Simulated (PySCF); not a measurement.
HfF3, SMILES [F][Hf]([F])[F] (connectivity only; charge and spin as stated), neutral, multiplicity 2. Atoms are numbered in the order given.

```xyz
4

Hf     0.0000     0.0000     0.0000
F      1.9126     0.0000     0.0000
F     -0.9563    -1.6564     0.0000
F     -0.9563     1.6564     0.0000
```
Charge 0, spin multiplicity 2.

Coordinates come from a B3LYP-D3(BJ)/def2-TZVP optimisation. The spin state was assumed, not searched. The isomer is the one that the SMILES or the coordinates give; other isomers of the formula were not compared. The def2 effective core potentials stand for the cores of Hf; spin–orbit coupling is left out.

Computed with TDA-B3LYP/def2-SVPD in PySCF.

Vertical excitations; the highest root listed may be one member of a degenerate set. Isolated molecule, no solvent.

```json
[
 {"state": "root 1", "energy (eV)": "2.29", "λ (nm)": "541", "f": "0.000", "main pairs": "α HOMO→LUMO+1 (degenerate set)"},
 {"state": "root 2", "energy (eV)": "2.29", "λ (nm)": "541", "f": "0.000", "main pairs": "α HOMO→LUMO (degenerate set)"},
 {"state": "root 3", "energy (eV)": "4.46", "λ (nm)": "278", "f": "0.026", "main pairs": "α HOMO→LUMO+5 (degenerate set)"},
 {"state": "root 4", "energy (eV)": "4.46", "λ (nm)": "278", "f": "0.026", "main pairs": "α HOMO→LUMO+4 (degenerate set)"},
 {"state": "root 5", "energy (eV)": "4.48", "λ (nm)": "277", "f": "0.394", "main pairs": "α HOMO→LUMO+2 99 %"},
 {"state": "root 6", "energy (eV)": "4.75", "λ (nm)": "261", "f": "0.000", "main pairs": "α HOMO→LUMO+3 98 %"},
 {"state": "root 7", "energy (eV)": "5.87", "λ (nm)": "211", "f": "0.057", "main pairs": "α HOMO→LUMO+6 (degenerate set)"},
 {"state": "root 8", "energy (eV)": "5.87", "λ (nm)": "211", "f": "0.057", "main pairs": "α HOMO→LUMO+7 (degenerate set)"},
 {"state": "root 9", "energy (eV)": "7.26", "λ (nm)": "171", "f": "0.002", "main pairs": "β HOMO→LUMO (degenerate set)"},
 {"state": "root 10", "energy (eV)": "7.26", "λ (nm)": "171", "f": "0.002", "main pairs": "β HOMO−1→LUMO (degenerate set)"}
]
```
Unrestricted roots are not spin-pure.
